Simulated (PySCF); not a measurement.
**Static response to an electric field**

Species: Zr(SMe)4, C₄H₁₂S₄Zr (singlet state).
Cartesian coordinates in Å at the PBE0-D3(BJ)/def2-SVP level; atoms count from 1:
```xyz
21
C4H12S4Zr angstrom
Zr     0.048    0.095   -0.058
S      0.232   -0.151    2.343
C      1.019   -1.802    2.201
H      0.926   -2.235    1.190
H      0.518   -2.484    2.901
H      2.084   -1.727    2.454
S      2.285    0.256   -0.946
C      1.480    0.265   -2.592
H      1.840   -0.587   -3.183
H      1.700    1.208   -3.109
H      0.372    0.174   -2.551
S     -1.184    2.132   -0.436
C      0.060    3.261    0.297
H     -0.450    3.901    1.031
H      0.498    3.883   -0.495
H      0.872    2.728    0.816
S     -1.235   -1.698   -1.081
C     -2.600   -1.780    0.140
H     -2.328   -1.317    1.101
H     -2.842   -2.837    0.315
H     -3.482   -1.268   -0.269
```

Level: B3LYP/def2-SVPD (PySCF), static field, nuclei fixed, core orbitals frozen in the response. The polarisability tensor in these axes (au):

```
x   182.34   6.73  -2.73
y     6.73 194.27  -6.09
z    -2.73  -6.09 183.12
```

Question: Give the principal values, the mean and the anisotropy Δα = √{½[(α1 − α2)² + (α2 − α3)² + (α1 − α3)²]}.

Answer: Principal values 179.31, 180.47 and 199.94 au; mean 186.57 au = 27.65 Å³ = 30.76 × 10⁻⁴⁰ C²·m²/J; Δα = 20.08 au (11 % of the mean).

Question: What is the dipole moment, and where does it point?

Answer: (0.14, -0.48, -0.05) D, 0.50 D in size, pointing from the negative to the positive side. Measured along this direction, the outermost atoms are H14 at the negative end and H4 and H5 at the positive end.

Question: How large is μ²/3kT at 273 K beside α?

Answer: In Gaussian units μ²/3kT = 2.25 Å³ against 27.65 Å³, a ratio of 0.08; the Debye molar polarisation (4π/3)N_A(α + μ²/3kT) is 75.4 cm³/mol, leaving out the vibrational part.

Question: Find the Langevin capture rate constant for O2+ (31.990 u) meeting this molecule (277.887 u), k = 2.342 × 10⁻⁹ cm³/s × √(α in Å³ / reduced mass in u).

Answer: The reduced mass is 28.69 u, so k = 2.30 × 10⁻⁹ cm³/s. The formula leaves out the permanent dipole, which adds to the capture rate.

Question: Rayleigh depolarisation ratio (linearly polarised light, static tensor)?

Answer: ρ = 3Δα²/(45ᾱ² + 4Δα²) = 1209.6/(1566444 + 1612.9) = 0.000771.

Geometry: PBE0-D3(BJ)/def2-SVP; no solvent, vibrations or thermal averaging. Atoms past krypton carry effective core potentials; spin–orbit coupling is left out.
